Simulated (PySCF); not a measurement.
```xyz
3
charge 0 multiplicity 1, angstrom
Se   -0.0954    0.0000   -0.2796
N    -1.4371    0.0000    0.6178
F     1.4609    0.0000    0.7206
```

All numbers come from PBE in PySCF with Se def2-TZVP, N def2-TZVP, F def2-TZVP; no relativity; density-fitted integrals.

This geometry of FSeN is a stationary point at this level.

Question: What is the point group?

Answer: Cs.

Question: Is it a minimum?

Answer: Yes: all harmonic wavenumbers are real.

Question: List the harmonic modes with their infrared intensities.

Answer: 
| symmetry | ω (cm⁻¹) | IR (km/mol) |
| --- | --- | --- |
| a' | 261 | 9.6 |
| a' | 525 | 116 |
| a' | 1077 | 8.2 |

Question: Give the ideal-gas entropy at 298.15 K and 1 bar by parts.

Answer: translation 167.8, rotation 97.5, vibration 9.7, spin 0.0; total 275.0 J/(mol K).

This need not be the most stable arrangement of these atoms.
